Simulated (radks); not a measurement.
The numbers below are computed, except where a source is named.
Neutral rubidium inside a hard spherical wall (all orbitals vanish at R), configuration held at [Kr] 5s1 and not refilled when levels cross. Level of theory: scalar-relativistic Kohn-Sham, LDA (Slater exchange, Perdew-Wang correlation), spin-polarised, spherical densities, point nucleus; open shells are filled with parallel spins first (spin-orbit coupling, left out, can overturn this in heavy ions) (a radial shooting solver on a logarithmic mesh with Libxc functionals). Eigenvalues in eV for spin up, with the zero of energy where the potential of the charges vanishes at infinity; a dash marks a level that is unbound or too diffuse for the functional's potential to be trusted. A positive occupied level is held by the wall or, in an anion where self-interaction has pushed it up, behind a barrier. The pressure on the wall is -dE/dV.

R (bohr),E (hartree),kinetic (hartree),e(3d),e(4s),e(4p),e(5s),"e(5p, empty)","e(4d, empty)",pressure (GPa)
free,-2977.65087,3048.605,-104.15,-31.927,-16.007,-2.546,-0.898,-0.111,0
15,-2977.65077,3048.606,-104.14,-31.913,-15.994,-2.537,-0.849,-0.023,0.000803
10,-2977.64610,3048.636,-103.85,-31.632,-15.721,-2.273,-0.219,0.505,0.0833
8,-2977.63004,3048.706,-103.35,-31.155,-15.264,-1.607,1.030,1.287,0.560
7,-2977.60711,3048.792,-102.89,-30.734,-14.865,-0.778,2.430,2.023,1.58
6,-2977.55554,3048.973,-102.16,-30.081,-14.252,0.913,5.078,3.233,5.03
5,-2977.42390,3049.444,-100.71,-28.891,-13.123,4.758,10.596,5.471,20.0
3.5,-2976.43154,3053.155,-92.728,-22.998,-6.973,26.563,37.753,15.759,314
3,-2975.14104,3057.743,-85.108,-17.258,-0.490,48.578,62.852,25.313,1010
2.5,-2971.92281,3068.240,-71.355,-5.368,13.299,93.554,111.84,44.232,3790
2,-2962.83485,3094.998,-46.042,23.605,46.614,195.24,218.25,86.224,17800
